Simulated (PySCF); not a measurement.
An unknown is described by computed data only.

Elements present: C, H, N and O. Monoisotopic mass: 137.0589 u.

- Dipole: 2.21 D [CAM-B3LYP/def2-SVPD]
- UV, strongest line: among the 10 lowest singlet transitions: S5 at 5.33 eV (232 nm, f = 0.195) [TDDFT CAM-B3LYP/def2-SVPD]
- UV, first state: lowest singlet excitation: 3.16 eV (393 nm, f = 0.003) [TDDFT CAM-B3LYP/def2-SVPD]
- NMR, other nuclei: isotropic shieldings of nuclei other than C and H, by class: -243 (1 N), -158 (1 N), -65 (1 N), -381 (1 O) ppm [GIAO PBE0/pcSseg-1]
- 13C NMR: chemical shifts (computed TMS as zero) by class: 201.5 (1 C), 172.3 (1 C), 164.7 (1 C), 154.0 (1 C), 26.8 (1 C), 26.3 (1 C) ppm [GIAO PBE0/pcSseg-1]
- Triplet: lowest triplet excitation (Tamm–Dancoff): 2.50 eV [TDA CAM-B3LYP/def2-SVPD]
- Rotational structure: rotational constants A, B, C: 3.001, 1.003, 0.759 GHz [PBE0-D3(BJ)/def2-SVP]

Gas-phase values; electronic properties from PySCF, density fitting. Levels stand in brackets. Geometry: PBE0-D3(BJ)/def2-SVP, one conformer, isolated molecule. NMR values are class means; diastereotopic atoms form classes of their own.

Question: Which formula fits the mass and the elements?

Answer: C6H7N3O (calculated 137.0589). No other formula that holds each of these elements comes within 0.0003 u with a fitting electron parity and a possible valence count.

Question: Give a SMILES that accounts for the data.

Answer: Numbering: `[CH3:1][c:2]1[n:3][n:4][c:5]([CH:6]=[O:7])[c:8]([CH3:9])[n:10]1`. Its formula, C6H7N3O, gives 5 degrees of unsaturation: 1 ring and 4 π bonds in the structure found (Kekulé form). 6 carbons fall into 6 classes; from least to most shielded: aldehyde carbon [C6] (201.5 ppm), substituted aromatic carbon [C2] (172.3 ppm), substituted aromatic carbon [C8] (164.7 ppm), substituted aromatic carbon [C5] (154.0 ppm), benzylic-type carbon [C1] (26.8 ppm), benzylic-type carbon [C9] (26.3 ppm). The other shieldings belong to: -243 ppm, pyridine-type nitrogen [N4]; -158 ppm, pyridine-type nitrogen [N3]; -65 ppm, pyridine-type nitrogen [N10]; -381 ppm, aldehyde oxygen [O7]. S1 is mainly HOMO→LUMO (weight 0.80); the largest Löwdin shares of the orbital it empties are 0.33 on a pyridine-type nitrogen, 0.28 on a pyridine-type nitrogen, 0.16 on a pyridine-type nitrogen and 0.07 on a substituted aromatic carbon, of the orbital it fills 0.19 on a pyridine-type nitrogen, 0.17 on the aldehyde oxygen, 0.15 on the aldehyde carbon and 0.13 on a substituted aromatic carbon. By its constants the optimised geometry is an asymmetric top. Structure: `Cc1nnc(C=O)c(C)n1`. Computed isomers that give other values at the same levels: `C=Cn1nncc1C(C)=O` (rotational constant A: 2.100 GHz; this holds for the one conformer computed); `C#CCn1ncc(OC)n1` (lowest singlet excitation: 5.93 eV (209 nm, f = 0.202)); `CO/C=C/c1ncncn1` (rotational constant A: 4.799 GHz; this holds for the one conformer computed). The assignments are read from this structure; whether some other isomer fits the data as well wasn't checked.

Shape of the structure used: `[CH3:1][c:2]1[n:3][n:4][c:5]([CH:6]=[O:7])[c:8]([CH3:9])[n:10]1`: N4–C5–C6–O7 180°.
